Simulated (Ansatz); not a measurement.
Species: AlHF₂, charge 0, singlet. AlHF2 (SMILES [AlH]([F])[F]).
B3LYP-D3(BJ)/def2-TZVP minimum from Ansatz (a quantum-chemistry and plane-wave program):
```
Al
F 1 1.6442
F 1 1.6442 2 117.93
H 1 1.5535 2 121.03 3 180.00
```
Charge 0, spin multiplicity 1.

Hartree-Fock and CCSD correlation energies in hartree (Ansatz). Radicals and triplets start from unrestricted determinants; spin-orbit coupling is neglected. Correlated methods leave the cores frozen. No relativity.

| basis | X | E(HF) | E(corr, CCSD) |
|---|---|---|---|
| cc-pV(T+d)Z | 3 | -441.62066 | -0.59097 |
| cc-pV(Q+d)Z | 4 | -441.64475 | -0.64112 |
| cc-pV(5+d)Z | 5 | -441.64966 | withheld |

Problem. Fit E(corr) = E∞ + A/X³ to X = 3 and 4, predict X = 5, and compare with the run.

Solution. A = (-0.59097 - (-0.64112))/(1/27 - 1/64) = 2.3421; E∞ = -0.64112 - A/64 = -0.67772; at X = 5, E∞ + A/125 = -0.65898. The run gave -0.65978, 0.80 mEh below the prediction. The same form on X = 4 and 5 gives E∞ = -0.67936, 1.64 mEh below the first estimate.
